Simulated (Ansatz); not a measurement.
Dissociation curves of CBrO+ (SMILES [O+]#CBr)

The species is CBrO+ (3 atoms), meant as a singlet with charge +1. SMILES: `[O+]#CBr`. The shape is that of a GFN2-xTB optimisation.

```xyz
3

O     1.1293    0.1925    0.6420
C     0.1699    0.0285    0.0966
Br   -1.2992   -0.2210   -0.7386
```

The C2–Br3 distance is scanned; the parts on either side stay rigid. Basis STO-3G, 11 core orbitals frozen in the correlated methods; program Ansatz 0.2.0. FCI is exact within this basis and core. Energies in eV from each method's value at 1.708 Å; methods without a U are spin-restricted. The shape above is that at 1.708 Å.

```json
{"distance (Å)": "1.708", "revPBE": "0.00", "PBE0": "0.00", "BHLYP": "0.00", "wB97M-V": "0.00", "FCI": "0.00"}
{"distance (Å)": "2.135", "revPBE": "1.15", "PBE0": "1.25", "BHLYP": "1.06", "wB97M-V": "1.05", "FCI": "0.75"}
{"distance (Å)": "2.562", "revPBE": "2.83", "PBE0": "3.01", "BHLYP": "2.73", "wB97M-V": "2.73", "FCI": "2.43"}
{"distance (Å)": "3.416", "revPBE": "4.54", "PBE0": "4.96", "BHLYP": "4.74", "wB97M-V": "4.84", "FCI": "4.49"}
{"distance (Å)": "4.271", "revPBE": "4.90", "PBE0": "5.43", "BHLYP": "5.27", "wB97M-V": "5.46", "FCI": "4.88"}
```

Departure from the FCI curve at its largest: revPBE +0.40 eV at 2.56 Å; PBE0 +0.58 eV at 2.56 Å; BHLYP +0.39 eV at 4.27 Å; wB97M-V +0.58 eV at 4.27 Å. For the functionals part of the departure is owed to the small basis.
